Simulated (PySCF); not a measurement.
## ¹⁹F chemical shifts

PySCF 2.14.0 with density-fitted response routines calculation with coordinates at the GFN2-xTB level and shielding tensors at PBE0/pcSseg-1 (GIAO); equivalent nuclei averaged, gas phase, one computed conformer, relativity neglected.

Shieldings were converted by a linear fit to measured shifts: ¹⁹F (scatter 6.0 ppm rms, 7.0 ppm with the 5 outliers that the fit left out vs CFCl3, solution or neat liquid, with a term for F on sp3 carbon). Occasional misses reach two or three times the rms, and more in compound classes unlike the fitted ones.

**Question.** Order these by ¹⁹F shift, lowest first.
A. CC1=C[C@@H]2C[C@H]1C=C2CF
B. C=C[C@H](C)CF
C. CC[C@@H]1C[C@H]1F
D. C/C=C(\F)CC
E. CC(C)=C(C)F
F. CC(=C=CC(F)(F)F)C#N

**Answer.** B (-233.4 ppm, fluorine on an sp3 carbon), A (-224.6 ppm, fluorine on an sp3 carbon), C (-204.4 ppm, fluorine on an sp3 carbon), D (-115.6 ppm, vinylic fluorine), E (-101.2 ppm, vinylic fluorine), F (-60.6 ppm, fluorine of a CF3 group).
